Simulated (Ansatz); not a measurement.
```yaml
crystal:
  periodic: [false, false, false]
  atoms:
    - {symbol: C, position_ang: [-1.247530, 0.710454, -1.197957]}
    - {symbol: Ge, position_ang: [0.552296, 0.189813, -0.642448]}
    - {symbol: Si, position_ang: [0.337651, -1.164843, 1.439515]}
    - {symbol: B, position_ang: [1.488135, 0.380947, 1.169423]}
    - {symbol: F, position_ang: [2.729329, 0.734461, 1.433803]}
    - {symbol: H, position_ang: [-1.876256, 0.862456, -0.322071]}
    - {symbol: H, position_ang: [-1.192654, 1.640550, -1.766287]}
    - {symbol: H, position_ang: [-1.683035, -0.065218, -1.827795]}
    - {symbol: H, position_ang: [1.456582, -0.074743, -1.865333]}
    - {symbol: H, position_ang: [0.574591, -2.535784, 1.973313]}
    - {symbol: H, position_ang: [-1.073812, -0.735190, 1.626335]}
basis:
  gaussian: {orbitals: cc-pVDZ}
magnetization: {spin_polarized: true, initial_magnetization: 6}
hamiltonian: {xc: {name: B2GP-PLYP}}
output: {forces: true}
```

```sh
$ ansatz run in.yaml --threads 4 --pin off --events-out ev --progress --plain --max-ram 10444MiB
```

It prints (some lines left out):

```
Functional definition: B2GP-PLYP
1160 factors; integrals over basis functions are off by at most 9.1e-4 eV
mean field evaluation 1: about -68873.2023 eV, gradient 2.1e1 eV
mean field evaluation 2: about -68873.3219 eV, gradient 2.1e1 eV
mean field evaluation 4: about -68876.3522 eV, gradient 3.4e0 eV
mean field evaluation 8: about -68876.6987 eV, gradient 1.1e0 eV
mean field evaluation 16: about -68876.7792 eV, gradient 2.6e-2 eV
mean field evaluation 32: about -68876.7794 eV, gradient 6.0e-5 eV
mean field -68876.77935558 eV, -2531.1749549595 hartree, gradient 6.6e-6 eV, S^2 12.026752; 2 other end points of the search recorded, 0 dependent functions left out
17 core orbitals not correlated: weight in the atoms' cores, before any rotation towards them, 1.000 or more for the frozen orbitals, at most 0.000 for the correlated occupied ones
reference -68876.77949355 eV, -2531.1749600302 hartree; 22, 16 occupied and 78, 84 virtual orbitals, 1160 factors
second order -18.57054776 eV of doubles, -0.00000000 eV of singles
Total energy: -68883.46489075 eV, -2531.4206438455 hartree
Atom 0 at    -1.247530     0.710454    -1.197957 Å, force    -6.363282     1.688830    -3.105782 eV/Å
Atom 1 at     0.552296     0.189813    -0.642448 Å, force     2.852682     1.807709     0.215557 eV/Å
Atom 2 at     0.337651    -1.164843     1.439515 Å, force    -1.468095    -2.783108     2.770239 eV/Å
Atom 3 at     1.488135     0.380947     1.169423 Å, force     1.529340     0.149627     0.599609 eV/Å
Atom 4 at     2.729329     0.734461     1.433803 Å, force     1.092242     0.610893     0.935418 eV/Å
Atom 5 at    -1.876256     0.862456    -0.322071 Å, force     0.459296    -0.198257     0.963212 eV/Å
Atom 6 at    -1.192654     1.640550    -1.766287 Å, force     0.527430     0.193308    -0.057931 eV/Å
Atom 7 at    -1.683035    -0.065218    -1.827795 Å, force     0.018995    -0.598199    -0.207193 eV/Å
Atom 8 at     1.456582    -0.074743    -1.865333 Å, force     1.519763    -0.633940    -2.738984 eV/Å
Atom 9 at     0.574591    -2.535784     1.973313 Å, force     0.153189    -0.127940     0.326562 eV/Å
Atom 10 at    -1.073812    -0.735190     1.626335 Å, force    -0.321562    -0.108924     0.299293 eV/Å
Dipole moment:    -0.494156     0.059459    -0.556020 e Å
```

In this input the spin is set far too high for this molecule. The calculation finished and met its thresholds. The result belongs to that input, not to the molecule as meant.
